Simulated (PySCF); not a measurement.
C₄H₅BO₂, SMILES C=C1C=COB1O.

Coordinates come from a B3LYP-D3(BJ)/def2-SVP optimisation. The structure was generated by enumeration, and PubChem lists no compound with its InChIKey, so it may never have been made. The values are those of a single conformer.

Calculation: B3LYP-D3(BJ)/def2-SVP (PySCF).

No scaling factor is applied to the harmonic values.

```
mode  ν (cm⁻¹)  IR (km/mol)  Raman (Å⁴/amu)  depolarisation  moving atoms (share of kinetic energy)
----  --------  -----------  --------------  --------------  --------------------------------------
1          160          0.2             1.7            0.75                  O 48 %, C 38 %, H 13 %
2          238          3.1             4.8            0.73                  C 38 %, O 35 %, H 25 %
3          263         13.2             0.8            0.75           C 48 %, H 26 %, B 18 %, O 8 %
4          425         10.2             0.4            0.69          C 32 %, H 28 %, O 28 %, B 12 %
5          475          2.5             2.5            0.75                  H 53 %, C 26 %, O 14 %
6          555          0.7             9.8            0.56                          O 47 %, C 40 %
7          566        107.9             7.1            0.75                  H 76 %, O 12 %, C 11 %
8          693         42.3             1.2            0.75                  H 43 %, C 37 %, B 19 %
9          713          7.6            17.1            0.10                  C 44 %, O 31 %, H 20 %
10         748         20.0             0.3            0.75                   H 45 %, B 40 %, O 9 %
11         811          0.4             1.8            0.69                   C 63 %, O 25 %, H 9 %
12         813         16.5             7.0            0.75                          H 71 %, C 28 %
13         927          1.1             1.1            0.75                          H 70 %, C 30 %
14         951         54.2             6.6            0.52                  H 53 %, C 22 %, O 17 %
15         958         28.0             3.6            0.75                          H 70 %, C 30 %
16         976         72.7             1.2            0.74                  H 58 %, C 25 %, O 16 %
17        1054         49.7             6.9            0.36                  H 44 %, O 27 %, C 27 %
18        1156         98.7            10.2            0.19          H 45 %, C 24 %, B 21 %, O 11 %
19        1178         52.1            20.3            0.62                  H 55 %, O 20 %, C 20 %
20        1286        148.3            15.6            0.53          C 50 %, B 27 %, H 13 %, O 11 %
21        1349          7.0             0.4            0.62                          H 61 %, C 30 %
22        1441         14.6            42.4            0.46                          H 76 %, C 19 %
23        1514        346.3             1.5            0.42                          B 70 %, O 17 %
24        1635         46.9            81.2            0.19                          C 88 %, H 10 %
25        1710         16.1           103.4            0.24                                  C 90 %
26        3124          9.1           115.8            0.12                                  H 95 %
27        3214          0.6            74.6            0.66                           H 92 %, C 8 %
28        3223          6.4            87.0            0.74                          H 89 %, C 11 %
29        3240          7.7           158.0            0.17                          H 90 %, C 10 %
30        3836        108.3           143.8            0.29                                  H 94 %
```
